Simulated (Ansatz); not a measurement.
Born–Oppenheimer molecular dynamics of C2H5BFNO (11 atoms, charge 0, multiplicity 1). It starts at the highest image of a converged band. Of that band: The profile has 2 maxima (images 4, 7) with wells between them (image 5): this band takes more than one step, which may be the mechanism or a detour left from its start path. Neighbouring images differ by up to 1.9 eV, so the band resolves the path poorly. A vibrational analysis at the climbing image gives one clearly imaginary mode, 1216i cm⁻¹: a first-order saddle point.

The calculation used Ansatz, RKS B3LYP-D4/def2-SVP.

```json
{
 "ensemble": "NVE (velocity Verlet)",
 "time step": "0.5 fs",
 "steps asked": "200",
 "starting velocities drawn for": "300 K",
 "seed": "12524"
}
```

First frame:

```xyz
11
Properties=species:S:1:pos:R:3
F -0.490 1.950 0.777
C 0.133 0.911 1.322
N -1.026 -0.806 0.484
B -0.323 -0.806 -0.693
C 0.982 0.129 -0.736
O 1.178 0.538 0.682
H -0.570 -0.005 1.650
H -1.955 -1.200 0.614
H -0.638 -1.422 -1.688
H 0.859 1.026 -1.365
H 1.916 -0.372 -1.024
```

Task: What does the run give?

Result: The run went to its last step.

```
steps done                                               : 200
time covered                                             : 100 fs
mean temperature over the second half                    : 746 K
spread of the potential energy over the second half      : 13.9 meV per atom
mean potential energy of the second half above the start : -47.4 meV per atom
```

The conserved energy stayed within 0.87 meV per atom of its start (net change -0.28 meV per atom), so the integration is sound. The system heated up, since it started high on the potential surface and ran downhill. A run of 0.1 ps of so small a system gives no equilibrium averages. The orbitals stay closed-shell, which can raise the energy where a bond breaks towards radicals; this wasn't checked here.

Task: What happens to the structure?

Result: The step under study would form N3–H7 and break C2–H7. These pairs go: N3–H7 1.49 → 0.99 Å, C2–H7 1.20 → 4.45 Å. In the last frame they stand as after the step (other bonds may differ from the relaxed reactants and products). It ends as one piece, C2H5BFNO. Pairs count as bonded within 1.25 times the sum of covalent radii (0.12 Å more for H–H). Another seed would give other details.

Task: How do temperature and energy run in time?

Result: 
```json
{"time (fs)": "0.0", "T (K)": "300", "potential energy less start (eV)": "0.000", "conserved less start (meV/atom)": "0.00"}
{"time (fs)": "8.0", "T (K)": "456", "potential energy less start (eV)": "-0.181", "conserved less start (meV/atom)": "0.06"}
{"time (fs)": "16.0", "T (K)": "552", "potential energy less start (eV)": "-0.291", "conserved less start (meV/atom)": "0.19"}
{"time (fs)": "24.0", "T (K)": "1117", "potential energy less start (eV)": "-0.956", "conserved less start (meV/atom)": "-0.59"}
{"time (fs)": "32.0", "T (K)": "1094", "potential energy less start (eV)": "-0.922", "conserved less start (meV/atom)": "0.12"}
{"time (fs)": "40.0", "T (K)": "1251", "potential energy less start (eV)": "-1.113", "conserved less start (meV/atom)": "-0.57"}
{"time (fs)": "48.0", "T (K)": "950", "potential energy less start (eV)": "-0.759", "conserved less start (meV/atom)": "-0.19"}
{"time (fs)": "56.0", "T (K)": "589", "potential energy less start (eV)": "-0.334", "conserved less start (meV/atom)": "0.24"}
{"time (fs)": "64.0", "T (K)": "777", "potential energy less start (eV)": "-0.557", "conserved less start (meV/atom)": "-0.11"}
{"time (fs)": "72.0", "T (K)": "940", "potential energy less start (eV)": "-0.750", "conserved less start (meV/atom)": "-0.48"}
{"time (fs)": "80.0", "T (K)": "703", "potential energy less start (eV)": "-0.467", "conserved less start (meV/atom)": "0.16"}
{"time (fs)": "88.0", "T (K)": "736", "potential energy less start (eV)": "-0.512", "conserved less start (meV/atom)": "-0.43"}
{"time (fs)": "96.0", "T (K)": "705", "potential energy less start (eV)": "-0.474", "conserved less start (meV/atom)": "-0.31"}
```

Time of the run: 16 min on 2 threads of Arm Neoverse N1 (shared host), peak memory 0.24 GiB.
